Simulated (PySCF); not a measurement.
Ge(F)(SiH3) (FGeH3Si), SMILES [Ge]([F])[SiH3] (connectivity only; charge and spin as stated), neutral, multiplicity 1. Geometry optimised at r2SCAN-D4/def2-TZVP.

PySCF with TDA-M06-2X/def2-SVPD puts the lowest singlet excitations at 2.07, 4.78, 5.93, 6.28, 6.34, 6.48 eV.

### Question
What are the lowest excitation roots from ADC(2)/aug-cc-pVDZ (PySCF 2.14.0)? (An estimate is asked for; the answer gives what the named calculation found.)

### Answer
2.10, 4.76, 5.72, 6.07, 6.20, 6.58 eV. S1 differs by 0.03 eV (second minus first; roots are paired by order, and the bases may differ).
